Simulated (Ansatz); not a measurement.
This geometry of C₂H₇FOSSi₂ (14 atoms, charge 0, multiplicity 1) is a first-order saddle point.

Method: RKS PBE/STO-3G (Ansatz).

```xyz
14
Properties=species:S:1:pos:R:3
C -0.808 -2.400 0.216
O -1.336 -1.378 -0.696
Si -0.183 -0.114 -1.042
F -0.147 -0.141 -2.696
Si -0.382 1.910 -0.026
C 1.366 1.494 0.642
S 1.745 -0.188 -0.059
H -1.674 -3.010 0.564
H -0.291 -1.989 1.120
H -0.086 -3.100 -0.280
H -1.362 2.063 1.046
H -0.396 3.135 -0.822
H 2.132 2.225 0.315
H 1.410 1.465 1.749
```

**Question.** Which two structures does it join? (They come from a converged band through this point; their orientation in space is the band's.)

**Answer.** No bond is made or broken. The dihedral C1–O2–Si3–S7 goes from -71 to 52°.

Initial state:

```xyz
14
Properties=species:S:1:pos:R:3
C -0.871 -2.616 -0.022
O -1.279 -1.207 0.119
Si -0.095 -0.163 -0.623
F 0.047 -0.704 -2.183
Si -0.357 2.019 -0.086
C 1.357 1.795 0.739
S 1.823 0.032 0.367
H -1.694 -3.241 0.394
H 0.061 -2.866 0.548
H -0.710 -2.933 -1.084
H -1.407 2.399 0.855
H -0.336 3.003 -1.165
H 2.123 2.488 0.336
H 1.325 1.964 1.834
```

Final state:

```xyz
14
Properties=species:S:1:pos:R:3
C -0.870 -2.112 0.324
O -0.771 -1.737 -1.093
Si 0.073 -0.220 -1.264
F 0.130 -0.130 -2.913
Si -0.439 1.629 -0.034
C 1.335 1.395 0.648
S 1.987 -0.095 -0.254
H -1.287 -3.145 0.365
H -1.558 -1.449 0.911
H 0.118 -2.119 0.853
H -1.461 1.552 1.008
H -0.606 2.906 -0.723
H 1.985 2.273 0.459
H 1.353 1.221 1.742
```

**Question.** How far does it lie above each of them?

**Answer.** 6.4 kJ/mol above the first and 9.6 kJ/mol above the second. This is the barrier of this one path; another mechanism may lie lower. Limits of this set-up: minimal basis.

Time of the run: 100 s on 1 thread of AMD EPYC 9R45 96-Core Processor (Zen 5), on a shared host, peak memory 0.25 GiB.
